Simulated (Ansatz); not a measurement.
Job for Ansatz (a quantum-chemistry and plane-wave program): R-CCSD(T)/cc-pV(D+d)Z on H3O4P (SMILES O=P(O)(O)O). The basis file is the Basis Set Exchange's JSON of that set.

Ansatz 0.2 input:
```yaml
crystal:
  periodic: [false, false, false]
  atoms:
    - {symbol: O, position_ang: [-1.12191859, 0.87359087, 0.81703813]}
    - {symbol: P, position_ang: [-0.10919368, 0.08503606, 0.07953141]}
    - {symbol: O, position_ang: [-0.66709279, -1.10916243, -0.84839593]}
    - {symbol: O, position_ang: [0.81811219, 0.89990132, -0.95705595]}
    - {symbol: O, position_ang: [0.99245699, -0.68108250, 0.97275255]}
    - {symbol: H, position_ang: [-1.52040478, -0.87245658, -1.24079000]}
    - {symbol: H, position_ang: [0.99991772, 1.79326975, -0.62997160]}
    - {symbol: H, position_ang: [0.60812294, -0.98899648, 1.80679138]}
basis:
  gaussian:
    orbitals: cc-pV_D+d_Z.json
magnetization: {spin_polarized: false}
correlation: {method: ccsd_t, electrons: outside_noble_gas}
scf: {lower_state_search: off}
```

Output:

```
WARN ansatz: RAYON_NUM_THREADS=4 ignored (pool sized by the plan → 4); use --threads N
Functional definition: HF
these checks for a lower state are left out or cut short: stability, starts, cluster_reference, orbital_swaps, neighbouring_geometries, increment
integrals: 0.10 GiB planned
868 factors; integrals over basis functions are off by at most 1.2e-3 eV
mean field: 0.25 GiB planned
mean field evaluation 1: about -17466.2843 eV, gradient 5.4e1 eV
mean field evaluation 2: about -17466.3773 eV, gradient 5.5e1 eV
mean field evaluation 4: about -17471.6567 eV, gradient 3.8e0 eV
mean field evaluation 8: about -17471.7007 eV, gradient 3.3e-1 eV
mean field -17471.70100299 eV, -642.0731691156 hartree, gradient 1.8e-6 eV, S^2 0.000000; 0 other end points of the search recorded, 0 dependent functions left out
9 core orbitals not correlated
reference -17471.70100299 eV, -642.0731691156 hartree; 16, 16 occupied and 69, 69 virtual orbitals, 868 factors
second order -23.50167923 eV of doubles, -0.00000000 eV of singles
coupled cluster: 0.36 GiB planned
cycle   1  -23.25890129 eV  change    2.4e-1 eV  update   1.1e-1
cycle   2  -23.77532779 eV  change   -5.2e-1 eV  update   3.1e-2
cycle   3  -23.91969987 eV  change   -1.4e-1 eV  update   1.6e-2
cycle   4  -23.91071929 eV  change    9.0e-3 eV  update   3.2e-3
cycle   5  -23.90764569 eV  change    3.1e-3 eV  update   1.3e-3
cycle   6  -23.90827036 eV  change   -6.2e-4 eV  update   3.9e-4
cycle   7  -23.90806112 eV  change    2.1e-4 eV  update   1.2e-4
cycle   8  -23.90797263 eV  change    8.8e-5 eV  update   3.4e-5
cycle   9  -23.90797523 eV  change   -2.6e-6 eV  update   1.2e-5
perturbative correction -0.58199182 eV, -0.0213878051 hartree
Total energy: -17496.19097005 eV, -642.9731588050 hartree
Checks for a lower state left out: stability, starts, cluster_reference, orbital_swaps, neighbouring_geometries, increment
```

The calculation finished and met its thresholds.

Cost: around 10 core-seconds (rough).
